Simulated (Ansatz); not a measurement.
Pulling on the Se4–H5 bond in CdH2OSe (SMILES [OH][Cd][SeH]) (multiplicity 1 held, fragments rigid). Energies count from the point at 1.473 Å.
Geometry at that point (charge 0, multiplicity 1):
```
atom    x (Å)    y (Å)    z (Å)
----  -------  -------  -------
Cd     0.4354  -0.5866  -0.1057
O      1.5014  -2.2292  -0.4538
H      2.3793  -2.1969  -0.0591
Se    -0.9919   1.3929   0.2152
H     -1.5669   0.8277   1.4481
```

Unrestricted levels (U-) break spin symmetry where that is lower. Active spaces are followed from a long bond inwards. Curves can end on different states.

Correlated levels freeze the cores. Filled d and f shells under p-block atoms count as core.

The values were computed with Ansatz (an electronic-structure program). Each number belongs to the level named beside it. In def2 rows elements past Kr take small-core potentials, without spin–orbit coupling.

Task: What energy at R = 4.714 Å does FIC-MRCISD+Q on CASSCF(4,3)/def2-SVP give?

Result: 79.1 kcal/mol

Task: Give the energy at R = 4.714 Å at the level U-MP2/def2-SVP.

Result: 77.8 kcal/mol

Task: Estimate the energy at R = 4.714 Å that U-HF/def2-SVP returns for this input.

Result: 58.1 kcal/mol

Doubts at one or more of the structures used: a spin-contaminated determinant (U-HF/def2-SVP, U-MP2/def2-SVP); active orbitals that take no part (FIC-MRCISD+Q on CASSCF(4,3)/def2-SVP).
